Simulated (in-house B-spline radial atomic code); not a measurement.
TDHF excitations of neutral calcium

Method: TDHF. Computed with a B-spline radial code for spherical atoms: linear response of the closed shell [Ar] 4s2 with bare exchange (time-dependent Hartree-Fock); scalar-relativistic (spin-free one-electron X2C), finite nucleus, no spin-orbit coupling, no double excitations, S, P, D and F terms only; shells from n = 2 respond.

The program warns: unstable towards singlet excitations of multipole 2.

The program warns: unstable towards triplet excitations of multipole 2.

Command:
```bash
python run_td.py task.json out
```
Settings (radii: box in bohr, nucleus in fm):
```
Z                        20
electrons                20
configuration            [Ar] 4s2
hamiltonian              x2c
method                   hf
box_radius               3.5
wall_radius              3.5
rms_radius               3.4776
intervals                65
```

Run time, properties included: 0.5 s on 1 thread of Intel(R) Xeon(R) Platinum 8259CL CPU @ 2.50GHz (Skylake/Cascade Lake), on a shared host.

Confined states, up to the first strongly mixed one, which can leave gaps near the end. Labels give the largest channel, * marks a mixed state, and oscillator strengths are full-response dipole values. Energies in eV:

```tsv
state	full response	Tamm-Dancoff	oscillator strength
4s → 3d 3D	?	?	-
4s → 3d 1D	-	imaginary	-
4s → 4p 3P	5.830	6.427	-
4s → 4p 1P	9.930	10.334	1.16
4s → 4f 3F	21.900	21.941	-
4s → 4f 1F	23.396	23.419	-
4s → 4d 3D	?	?	-
3p → 3d 3P	25.053	25.200	-
3p → 3d 3F	25.644	26.145	-
4s → 4d 1D	-	26.791	-
```

Task: Where does 4s → 3d 3D lie?

Result: It isn't found in full response, imaginary eV in Tamm-Dancoff.

Task: Where does 4s → 4d 3D lie?

Result: It isn't found in full response, 24.791 eV in Tamm-Dancoff.

Task: How large is the singlet-triplet splitting of 4s → 3d (D terms) in Tamm-Dancoff?

Result: 1.23 eV, from the unrounded values.
